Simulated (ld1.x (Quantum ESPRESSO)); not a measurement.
What one change does to a pseudopotential (Bi, TM)

| Property | Result |
| --- | --- |
| Element | bismuth (Bi) |
| Generator | ld1.x (Quantum ESPRESSO) 7.5 |
| Type | norm-conserving Troullier–Martins (Kleinman–Bylander form) |
| Functional | PBE |
| Relativity | fully relativistic |
| Frozen core | [Xe] 4f14 5d10 |
| Valence charge | 5 |
| Reference configuration | 6s2 6p2 (charge +1) |
| Partial waves | 6s (bound): rc 2.00 bohr; 6p (bound): rc 2.10 bohr |
| Local potential | all-electron potential smoothed inside 1.80 bohr (lloc = -2) |
| Core correction | a·sin(br)/r model core inside 1.95 bohr |

Open shells are filled in proportion to 2j + 1 (rel_dist='average').

Change: wave 6s (bound): rc 2.00 bohr becomes 6s (bound): rc 1.28 bohr.

Cutoffs: the cutoffs (Ry, on a coarse ladder) from which the occupation-weighted sum of valence levels, in a spherical-Bessel basis at the reference potential, stays within 10 and 1 mRy of its value at 400 Ry; they do not see the model core or the augmentation charge, which bear on the density cutoff. Errors are all-electron minus pseudo energies relative to the spin-unpolarised reference configuration.

Q: Predict the effect on cutoff, ghosts and configuration errors.

A: The bound ghosts move from d to d, s; of the 7 tests that both files solve, the error grows in 1 and shrinks in 1 by more than 15 % and 0.3 meV (median size 22.5 → 22.3 meV).

```tsv
quantity	base	changed
cutoff, loose	25 Ry	140 Ry
cutoff, tight	45 Ry	over 300 Ry
loose cutoff by channel (10 mRy a level)	s 15 Ry, p 12 Ry	s 140 Ry, p 12 Ry
bound ghosts	d	s, d
error for 6s2 6p3, meV [ΔE -8.06 eV]	-6.5	-6.2
error for 6s2 6p1, meV [ΔE 15.42 eV]	-24	-22
error for 6s2 6p0, meV [ΔE 38.99 eV]	-152	-139
error for 6s2 6p2.5, meV [ΔE -4.89 eV]	-2.5	-2.4
error for 6s1 6p3, meV [ΔE 10.59 eV]	-23	-26
error for 6s0 6p5, meV [ΔE 11.98 eV]	-61	-32
error for 6s1 6p4, meV [ΔE 1.80 eV]	-11	-16
s: phases at 2.31 bohr within 0.05 rad from the reference energy up to (Ry; the scan ends near 5)	0.0	-0.6
p1/2: phases at 2.31 bohr within 0.05 rad from the reference energy up to (Ry; the scan ends near 5)	1.7	1.7
p3/2: phases at 2.31 bohr within 0.05 rad from the reference energy up to (Ry; the scan ends near 5)	0.2	0.2
```

 A true bound ghost makes a file unfit for plane-wave use even where its test errors are small: the radial tests pick states by their node count and pass the ghost by.
